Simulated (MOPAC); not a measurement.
MOPAC input (PM7):

```
PM7 1SCF GEO-OK AUX(PRECISION=9) THREADS=1
C4H5N

C    -1.81218320 1   -0.07437759 1    0.06289324 1
C    -0.69933297 1   -1.06281464 1    0.05701123 1
C     0.60559246 1   -0.77883360 1    0.00442750 1
C     1.11177589 1    0.55096639 1   -0.05458415 1
N     1.53455686 1    1.62270152 1   -0.10263921 1
H    -1.44971488 1    0.95155968 1    0.01830297 1
H    -2.47816369 1   -0.24824584 1   -0.78690246 1
H    -2.41965627 1   -0.19279634 1    0.96448427 1
H    -0.97615882 1   -2.11104047 1    0.09944615 1
H     1.34668257 1   -1.56803100 1    0.00465665 1
```

Output:

```
 *******************************************************************************
 **                                                                           **
 **                              MOPAC v23.2.5                                **
 **                                                                           **
 *******************************************************************************
 ** MOPAC's Digital Object Identifier: https://doi.org/10.5281/zenodo.6511958 **
 **                                                                           **
 ** Please cite the open-source release paper for use of this MOPAC version:  **
 ** J. E. Moussa and J. J. P. Stewart (2026)                                  **
 ** MOPAC: An open-source semiempirical molecular orbital program             **
 ** J. Open Source Softw., 11(119), 8025, https://doi.org/10.21105/joss.08025 **
 *******************************************************************************

                              PM7 CALCULATION RESULTS

 *******************************************************************************
 *  PM7        - The PM7 Hamiltonian to be used
 *  GEO-OK     - OVERRIDE INTERATOMIC DISTANCE AND OTHER SAFETY CHECKS
 *  1SCF       - DO 1 SCF AND THEN STOP
 *  AUX        - OUTPUT AUXILIARY INFORMATION
 *******************************************************************************
PM7 1SCF GEO-OK AUX(PRECISION=9) THREADS=1
 C4H5N

   ATOM   CHEMICAL          X               Y               Z
  NUMBER   SYMBOL      (ANGSTROMS)     (ANGSTROMS)     (ANGSTROMS)

     1       C         -1.81218320  *  -0.07437759  *   0.06289324  *
     2       C         -0.69933297  *  -1.06281464  *   0.05701123  *
     3       C          0.60559246  *  -0.77883360  *   0.00442750  *
     4       C          1.11177589  *   0.55096639  *  -0.05458415  *
     5       N          1.53455686  *   1.62270152  *  -0.10263921  *
     6       H         -1.44971488  *   0.95155968  *   0.01830297  *
     7       H         -2.47816369  *  -0.24824584  *  -0.78690246  *
     8       H         -2.41965627  *  -0.19279634  *   0.96448427  *
     9       H         -0.97615882  *  -2.11104047  *   0.09944615  *
    10       H          1.34668257  *  -1.56803100  *   0.00465665  *

          CARTESIAN COORDINATES

    NO.       ATOM           X           Y           Z

     1         C         -1.8122     -0.0744      0.0629
     2         C         -0.6993     -1.0628      0.0570
     3         C          0.6056     -0.7788      0.0044
     4         C          1.1118      0.5510     -0.0546
     5         N          1.5346      1.6227     -0.1026
     6         H         -1.4497      0.9516      0.0183
     7         H         -2.4782     -0.2482     -0.7869
     8         H         -2.4197     -0.1928      0.9645
     9         H         -0.9762     -2.1110      0.0994
    10         H          1.3467     -1.5680      0.0047

 General Reference for PM7:
 "Optimization of Parameters for Semiempirical Methods VI: More Modifications to the
 NDDO Approximations and Re-optimization of Parameters", J. J. P. Stewart, J. Mol. Mod., 1:32, 19 (2013)
 https://link.springer.com/article/10.1007/s00894-012-1667-x

           Empirical Formula: C4 H5 N  =    10 atoms

      MOLECULAR POINT GROUP   :   Cs

      RHF CALCULATION, NO. OF DOUBLY OCCUPIED LEVELS = 13

 -------------------------------------------------------------------------------
 PM7 1SCF GEO-OK AUX(PRECISION=9) THREADS=1
 C4H5N

     1SCF WAS SPECIFIED, SO BFGS WAS NOT USED
     SCF FIELD WAS ACHIEVED

                              PM7 CALCULATION
                                                       MOPAC v23.2.5 Linux

          FINAL HEAT OF FORMATION =         33.68505 KCAL/MOL =     140.93826 KJ/MOL

          COSMO AREA              =        114.79 SQUARE ANGSTROMS
          COSMO VOLUME            =         99.30 CUBIC ANGSTROMS

          IONIZATION POTENTIAL    =         10.743372 EV
          HOMO LUMO ENERGIES (EV) =        -10.743 -0.335
          NO. OF FILLED LEVELS    =         13
          MOLECULAR WEIGHT        =         67.0902         POINT GROUP:  Cs

          MOLECULAR DIMENSIONS (Angstroms)

            Atom       Atom       Distance
            H     9    N     5     4.50393
            H    10    H     7     3.99909
            H     7    H     8     1.71060

          SCF CALCULATIONS        =          1

   ATOM   CHEMICAL          X               Y               Z
  NUMBER   SYMBOL      (ANGSTROMS)     (ANGSTROMS)     (ANGSTROMS)

     1       C         -1.81218320  *  -0.07437759  *   0.06289324  *
     2       C         -0.69933297  *  -1.06281464  *   0.05701123  *
     3       C          0.60559246  *  -0.77883360  *   0.00442750  *
     4       C          1.11177589  *   0.55096639  *  -0.05458415  *
     5       N          1.53455686  *   1.62270152  *  -0.10263921  *
     6       H         -1.44971488  *   0.95155968  *   0.01830297  *
     7       H         -2.47816369  *  -0.24824584  *  -0.78690246  *
     8       H         -2.41965627  *  -0.19279634  *   0.96448427  *
     9       H         -0.97615882  *  -2.11104047  *   0.09944615  *
    10       H          1.34668257  *  -1.56803100  *   0.00465665  *

                             CARTESIAN COORDINATES

   1    C       -1.812183200    -0.074377590     0.062893240
   2    C       -0.699332970    -1.062814640     0.057011230
   3    C        0.605592460    -0.778833600     0.004427500
   4    C        1.111775890     0.550966390    -0.054584150
   5    N        1.534556860     1.622701520    -0.102639210
   6    H       -1.449714880     0.951559680     0.018302970
   7    H       -2.478163690    -0.248245840    -0.786902460
   8    H       -2.419656270    -0.192796340     0.964484270
   9    H       -0.976158820    -2.111040470     0.099446150
  10    H        1.346682570    -1.568031000     0.004656650

           Empirical Formula: C4 H5 N  =    10 atoms

      MOLECULAR POINT GROUP   :   Cs

                  EIGENVALUES
 -34.98404 -29.28094 -25.41991 -21.54829 -17.67705 -16.75825 -15.17413 -14.25564
 -14.05788 -13.73813 -13.00227 -12.69031 -10.74337  -0.33459   1.29908   1.88231
   3.17428   3.71885   4.65609   5.05247   5.07229   5.30908   5.44070   5.94049
   6.31993

              NET ATOMIC CHARGES AND DIPOLE CONTRIBUTIONS

  ATOM NO.   TYPE          CHARGE      No. of ELECS.   s-Pop       p-Pop
    1          C          -0.459638        4.4596     1.04758     3.41206
    2          C          -0.017326        4.0173     1.09541     2.92192
    3          C          -0.231898        4.2319     1.06066     3.17124
    4          C           0.132811        3.8672     1.10595     2.76124
    5          N          -0.259914        5.2599     1.83022     3.42970
    6          H           0.169641        0.8304     0.83036
    7          H           0.168800        0.8312     0.83120
    8          H           0.168800        0.8312     0.83120
    9          H           0.148251        0.8517     0.85175
   10          H           0.180472        0.8195     0.81953
 DIPOLE           X         Y         Z       TOTAL
 POINT-CHG.    -2.502    -2.999     0.179     3.910
 HYBRID        -0.125    -0.325     0.014     0.348
 SUM           -2.627    -3.324     0.193     4.241

          ATOMIC ORBITAL ELECTRON POPULATIONS

     Atom    s        px        py        pz
    1  C   1.04758   1.09773   1.12937   1.18496
    2  C   1.09541   0.97609   1.07056   0.87526
    3  C   1.06066   1.04239   0.99723   1.13162
    4  C   1.10595   0.91701   0.91962   0.92461
    5  N   1.83022   1.11702   1.21211   1.10057
    6  H   0.83036
    7  H   0.83120
    8  H   0.83120
    9  H   0.85175
   10  H   0.81953

 **********************
 *                    *
 * JOB ENDED NORMALLY *
 *                    *
 **********************

 == MOPAC DONE ==
```

The geometry given is a B3LYP-D3(BJ)/def2-TZVP minimum.
